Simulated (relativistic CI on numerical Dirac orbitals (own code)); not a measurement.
What each ingredient does to the levels of Kr30+

Base calculation: Dirac-Coulomb-Breit CI, KLI orbitals optimised for each configuration, QED by a radiative potential, unscaled Slater integrals.

CI space (outside the closed core 1s2): 2s2.2p2, 2s.2p3, 2p4, 2p3.3s, 2p3.3p, 2p3.3d, 2s2.2p.3s, 2s2.2p.3p, 2s2.2p.3d, 2s.2p2.3s, 2s.2p2.3p, 2s.2p2.3d, 2s2.2p.4s, 2s2.2p.4p, 2s2.2p.4d, 2s2.2p.4f. Levels of other configurations are missing.

Variants: (1) Breit term removed; (2) QED terms removed. Shifts of the energy above 2s2.2p2 3P_0, in eV, for the lowest level and the first level of each name with at least 55 % of one term (blank where a level changes its place among those of its configuration and J or its character, or is not in the variant):

| Level | Base | Δ(1) | Δ(2) |
| --- | --- | --- | --- |
| 2s2.2p2 3P_0 | 0.000 | 0.000 | 0.000 |
| 2s2.2p2 3P_1 | 49.129 | +1.311 | -0.131 |
| 2s2.2p2 1S_0 | 139.822 | +2.172 | -0.205 |
| 2s.2p3 5S°_2 | 145.035 | +0.876 | +1.304 |
| 2s.2p3 3D°_1 | 190.285 | +0.217 | +1.329 |
| 2s.2p3 3D°_2 | 205.072 | +1.131 | +1.246 |
| 2s.2p3 3D°_3 | 221.422 | +2.665 | +1.220 |
| 2s.2p3 3P°_0 | 242.706 | +0.822 | +1.221 |
| 2s.2p3 1P°_1 | 334.884 | +2.496 | +1.120 |
| 2p4 3P_2 | 378.813 | +0.322 | +2.682 |
| 2p4 3P_0 | 404.046 | -0.426 | +2.659 |
| 2p4 3P_1 | 432.974 | +1.102 | +2.574 |
| 2p4 1D_2 | 445.734 | +1.855 | +2.576 |
| 2p4 1S_0 | 516.734 | +2.014 | +2.434 |

At this charge energies of transitions that change n are usually good to better than 1 %, and those within a shell (Δn = 0) to a few per cent.

Ionisation energy from the two ground configurations alone: base 3590.17 eV; Breit term removed 3593.54 eV. The NIST ASD value (semi-empirical) is 3584 eV.

LS names give the leading component of a level, which can be under half, so a name can repeat, a term be missing and a line seem to break the LS rules.
